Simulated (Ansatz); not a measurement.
The cluster CoSi3. The state is a quartet with charge 0. Geometry PBE-D4/def2-SVP; atoms count from 1.

Cartesian coordinates in Å:
```
Co -0.769 0.171 1.031
Si 1.379 0.121 1.103
Si 0.857 -0.191 -1.149
Si -1.468 -0.101 -0.984
```

At PBE0-D4/def2-TZVP a doublet of charge 0 lies 0.47 eV below the quartet, each at its own geometry. That doublet is doubtful there (⟨S²⟩ 1.07, where a pure state has 0.75). The structure comes from a short search, and lower isomers may exist.

Q: Estimate the Mulliken populations from the PBE0/def2-TZVP orbitals of Ansatz.

A: 
```json
{"atom": "Co1", "charge (e)": "0.21", "spin (α − β)": "2.52", "d electrons": "7.61"}
{"atom": "Si2", "charge (e)": "-0.11", "spin (α − β)": "-0.05", "d electrons": "–"}
{"atom": "Si3", "charge (e)": "0.02", "spin (α − β)": "0.58", "d electrons": "–"}
{"atom": "Si4", "charge (e)": "-0.11", "spin (α − β)": "-0.05", "d electrons": "–"}
```
Mulliken values and Mayer orders depend strongly on the basis.

Q: Where does the spin sit?

A: Summed by element: Co 2.52, Si 0.48, of 3 unpaired in all. Largest on single atoms: Co1 2.52, Si3 0.58, Si2 -0.05.

Q: And the Mayer bond orders between bonded heavy atoms (over 0.3)?

A: Co1–Si2 1.14 (2.15 Å); Co1–Si3 0.49 (2.74 Å); Co1–Si4 1.14 (2.15 Å); Si2–Si3 1.29 (2.33 Å); Si3–Si4 1.29 (2.33 Å). Values over 0.3 also appear between atoms too far apart for a bond (Si2–Si4 0.60 at 3.54 Å); they arise where an orbital or an unpaired electron spreads over both atoms.
